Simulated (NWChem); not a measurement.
System: B2H4O4; SMILES OB(O)B(O)O

The following NWChem deck was run.

```
start job
memory heap 200 mb stack 900 mb global 1100 mb
geometry units angstroms noautosym nocenter noautoz
  B     -0.081820     0.831538     0.041340
  O     -1.232452     1.572212    -0.051008
  O      1.179018     1.391977     0.171472
  B     -0.085179    -0.893298     0.005762
  O      1.115745    -1.566107     0.104683
  O     -1.230957    -1.631870    -0.117145
  H     -1.094441     2.538197    -0.017944
  H      1.199887     2.367747     0.194936
  H      1.839403    -0.917017     0.186365
  H     -1.017564    -2.586071    -0.115833
end
basis spherical
  * library sto-3g
end
dft
  xc b3lyp
  iterations 150
end
property
  response 1 0.0773
end
task dft property
```

Output (shortened):

```
             Northwest Computational Chemistry Package (NWChem) 7.3.0
             --------------------------------------------------------

                             Geometry "geometry" -> ""
                             -------------------------

 Output coordinates in angstroms (scale by  1.889725989 to convert to a.u.)

  No.       Tag          Charge          X              Y              Z
 ---- ---------------- ---------- -------------- -------------- --------------
    1 B                    5.0000    -0.08182000     0.83153800     0.04134000
    2 O                    8.0000    -1.23245200     1.57221200    -0.05100800
    3 O                    8.0000     1.17901800     1.39197700     0.17147200
    4 B                    5.0000    -0.08517900    -0.89329800     0.00576200
    5 O                    8.0000     1.11574500    -1.56610700     0.10468300
    6 O                    8.0000    -1.23095700    -1.63187000    -0.11714500
    7 H                    1.0000    -1.09444100     2.53819700    -0.01794400
    8 H                    1.0000     1.19988700     2.36774700     0.19493600
    9 H                    1.0000     1.83940300    -0.91701700     0.18636500
   10 H                    1.0000    -1.01756400    -2.58607100    -0.11583300

 Effective nuclear repulsion energy (a.u.)     210.3553697573

                              NWChem Property Module
                              ----------------------

                                 NWChem DFT Module
                                 -----------------

 Summary of "ao basis" -> "ao basis" (spherical)
 ------------------------------------------------------------------------------
       Tag                 Description            Shells   Functions and Types
 ---------------- ------------------------------  ------  ---------------------
 B                           sto-3g                  3        5   2s1p
 O                           sto-3g                  3        5   2s1p
 H                           sto-3g                  1        1   1s

            General Information
            -------------------
          SCF calculation type: DFT
          Wavefunction type:  closed shell.
          No. of atoms     :    10
          No. of electrons :    46
           Alpha electrons :    23
            Beta electrons :    23
          Charge           :     0
          Spin multiplicity:     1
          Use of symmetry is: off; symmetry adaption is: off
          Maximum number of iterations: 150
          AO basis - number of functions:    34
                     number of shells:    22
          Convergence on energy requested:  1.00D-06
          Convergence on density requested:  1.00D-05
          Convergence on gradient requested:  5.00D-04

              XC Information
              --------------
                         B3LYP Method XC Potential
                     Hartree-Fock (Exact) Exchange  0.200
                        Slater Exchange Functional  0.800 local
                    Becke 1988 Exchange Functional  0.720 non-local
              Lee-Yang-Parr Correlation Functional  0.810
                  VWN I RPA Correlation Functional  0.190 local

             Grid Information
             ----------------
          Grid used for XC integration:  medium
          Radial quadrature: Mura-Knowles
          Angular quadrature: Lebedev.
          Tag              B.-S. Rad. Rad. Pts. Rad. Cut. Ang. Pts.
          ---              ---------- --------- --------- ---------
          B                   0.85       49          10.0       434
          O                   0.60       49          11.0       434
          H                   0.35       45          12.0       434
          Grid pruning is: on
          Number of quadrature shells:   474
          Spatial weights used:  Erf1

      Superposition of Atomic Density Guess
      -------------------------------------

 Sum of atomic energies:        -345.29304552

      Non-variational initial energy
      ------------------------------

 Total energy =    -346.025486
 1-e energy   =    -898.284253
 2-e energy   =     341.903397
 HOMO         =      -0.177554
 LUMO         =       0.233854

   convergence    iter        energy       DeltaE   RMS-Dens  Diis-err
 ---------------- ----- ----------------- --------- --------- ---------
 d= 0,ls=0.0,diis     1   -348.1268333358 -5.58D+02  6.15D-02  1.23D+00
 d= 0,ls=0.0,diis     2   -348.0688252942  5.80D-02  3.32D-02  1.92D+00
 d= 0,ls=0.0,diis     3   -348.3436593678 -2.75D-01  4.64D-03  8.70D-03
 d= 0,ls=0.0,diis     4   -348.3446658004 -1.01D-03  2.18D-03  4.61D-03
 d= 0,ls=0.0,diis     5   -348.3453269021 -6.61D-04  6.03D-04  4.34D-04
  Resetting Diis
 d= 0,ls=0.0,diis     6   -348.3453971915 -7.03D-05  8.67D-05  6.43D-06
 d= 0,ls=0.0,diis     7   -348.3453980327 -8.41D-07  6.02D-05  9.98D-07
 d= 0,ls=0.0,diis     8   -348.3453979140  1.19D-07  3.60D-05  1.77D-06
 d= 0,ls=0.0,diis     9   -348.3453981859 -2.72D-07  3.86D-06  1.73D-08

         Total DFT energy =     -348.345398185882
      One electron energy =     -899.256669052814
           Coulomb energy =      384.931788107864
    Exchange-Corr. energy =      -44.375886998268
 Nuclear repulsion energy =      210.355369757336

 Numeric. integr. density =       46.000009670746

                       DFT Final Molecular Orbital Analysis
                       ------------------------------------

 Vector   21  Occ=2.000000D+00  E=-1.810308D-01
              MO Center= -3.0D-02,  1.5D+00,  6.0D-02, r^2= 1.9D+00
   Bfn.  Coefficient  Atom+Function         Bfn.  Coefficient  Atom+Function
  ----- ------------  ---------------      ----- ------------  ---------------
    10      0.704495   2 O  pz               15     -0.705316   3 O  pz
     8     -0.066754   2 O  px               13      0.065549   3 O  px

 Vector   22  Occ=2.000000D+00  E=-1.710137D-01
              MO Center=  2.1D-01, -6.2D-01,  3.8D-02, r^2= 2.8D+00
   Bfn.  Coefficient  Atom+Function         Bfn.  Coefficient  Atom+Function
  ----- ------------  ---------------      ----- ------------  ---------------
    24      0.550935   5 O  py                4      0.328794   1 B  py
     2     -0.297175   1 B  s                19     -0.295529   4 B  py
    27      0.240316   6 O  s                 7      0.222359   2 O  s
    23     -0.214717   5 O  px               22     -0.209334   5 O  s
    34     -0.196867  10 H  s                31     -0.181397   7 H  s

 Vector   23  Occ=2.000000D+00  E=-1.641511D-01
              MO Center= -4.9D-02, -1.6D+00, -4.9D-03, r^2= 1.8D+00
   Bfn.  Coefficient  Atom+Function         Bfn.  Coefficient  Atom+Function
  ----- ------------  ---------------      ----- ------------  ---------------
    25      0.708219   5 O  pz               30     -0.702455   6 O  pz
    28      0.066669   6 O  px               23     -0.065414   5 O  px

 Vector   24  Occ=0.000000D+00  E= 1.266132D-01
              MO Center= -7.7D-02,  4.1D-02,  2.6D-02, r^2= 2.5D+00
   Bfn.  Coefficient  Atom+Function         Bfn.  Coefficient  Atom+Function
  ----- ------------  ---------------      ----- ------------  ---------------
     5      0.611849   1 B  pz               20      0.545463   4 B  pz
    10     -0.366203   2 O  pz               15     -0.358596   3 O  pz
    30     -0.343997   6 O  pz               25     -0.340273   5 O  pz
     3     -0.057485   1 B  px               18     -0.051226   4 B  px
     8      0.034310   2 O  px               13      0.033645   3 O  px

 Vector   25  Occ=0.000000D+00  E= 2.764165D-01
              MO Center= -8.5D-02, -1.2D-01,  2.1D-02, r^2= 2.2D+00
   Bfn.  Coefficient  Atom+Function         Bfn.  Coefficient  Atom+Function
  ----- ------------  ---------------      ----- ------------  ---------------
    20     -0.771902   4 B  pz                5      0.723500   1 B  pz
    30      0.320744   6 O  pz               25      0.312201   5 O  pz
    10     -0.291175   2 O  pz               15     -0.276766   3 O  pz
    18      0.072126   4 B  px                3     -0.068252   1 B  px
    28     -0.030354   6 O  px               23     -0.029283   5 O  px

 Vector   26  Occ=0.000000D+00  E= 3.065398D-01
              MO Center=  5.8D-01,  1.1D+00,  1.1D-01, r^2= 4.2D+00
   Bfn.  Coefficient  Atom+Function         Bfn.  Coefficient  Atom+Function
  ----- ------------  ---------------      ----- ------------  ---------------
    32      0.837730   8 H  s                12     -0.669672   3 O  s
    14     -0.521450   3 O  py                2      0.376091   1 B  s
    34     -0.368923  10 H  s                33      0.306694   9 H  s
    27      0.303114   6 O  s                31      0.303747   7 H  s
     9     -0.282472   2 O  py               19     -0.261560   4 B  py

     Multipole analysis of the density
     ---------------------------------

     L   x y z        total         alpha         beta         nuclear
     -   - - -        -----         -----         ----         -------
     0   0 0 0     -0.000000    -23.000000    -23.000000     46.000000

     1   1 0 0      0.557475      1.466315      1.466315     -2.375155
     1   0 1 0      0.882674      1.174785      1.174785     -1.466896
     1   0 0 1      0.072005     -1.236775     -1.236775      2.545555

     2   2 0 0    -24.640201   -106.023805   -106.023805    187.407409
     2   1 1 0      1.173686     -0.782886     -0.782886      2.739459
     2   1 0 1     -0.205603     -8.857461     -8.857461     17.509319
     2   0 2 0    -13.997669   -191.311584   -191.311584    368.625499
     2   0 1 1      0.325657     -3.723367     -3.723367      7.772392
     2   0 0 2    -21.826103    -11.892719    -11.892719      1.959335

 *** CALLING NEW AORESP DRIVER FOR CLOSED AND OPEN SHELLS ***
 Entering AOResponse driver routine

--------------------------------------------------------------------------------

          -----------------------------------------------
          Solving response equations for perturbing field
          -----------------------------------------------

 number of frequencies:     1
 frequency in a.u.:  0.7730000E-01
 Perturbing field: electric
 Using El. Dipole Length Gauge

 Setting up CPKS with frequency omega =      0.07730000 a.u.

                            NWChem Dynamic CPHF Module
                            --------------------------

    scftype = RHF
    nclosed =   23
      nopen =    0
  variables =      506
  num. vecs =        3
  tolerance =   1.0D-04
  max. iter =   50

 SCF residual:    3.2463437031485434E-005

Iterative solution of linear equations
  No. of variables      506
  No. of equations        3
  Maximum subspace       30
       Convergence  1.0D-04

   iter   nsub   residual    time
   ----  ------  --------  ---------
     1      3    5.61D+00       3.8
     2      6    9.44D-01       4.7
     3      9    9.92D-02       5.4
     4     12    4.52D-02       6.0
     5     15    6.05D-03       6.7
     6     18    5.98D-04       7.3
     7     21    1.69D-05       8.0

 Electric Dipole Response Matrix (nonzero elements):

              1        2        3
    1   28.1796   2.7220   2.0779
    2    2.7220  34.2904   0.8285
    3    2.0779   0.8285   6.8782

 ------------------------------------------
 average:        23.11607 + I       0.00000

 DFT Linear Response polarizability / au
 Frequency  =       0.0773000 / au
 Wavelength =     589.4353558 / nm
              X              Y              Z
 -----------------------------------------------
 X      28.1795979      2.7220093      2.0779208
 Y       2.7220142     34.2904031      0.8284605
 Z       2.0779179      0.8284619      6.8782152
 -----------------------------------------------
 Eigenvalues =      27.2741274     35.4082952      6.6657936
 Isotropic   =      23.1160721
 Anisotropic =      25.6612500
 -----------------------------------------------

 Magnetic Dipole Response Matrix (nonzero elements):
```

Level: B3LYP/STO-3G. STO-3G and 3-21G are far too small for this property and stand as cheap habits. All runs use the structure optimised with PBE-D3(BJ)/def2-SVP. B3LYP is NWChem's, with the RPA form of VWN correlation.
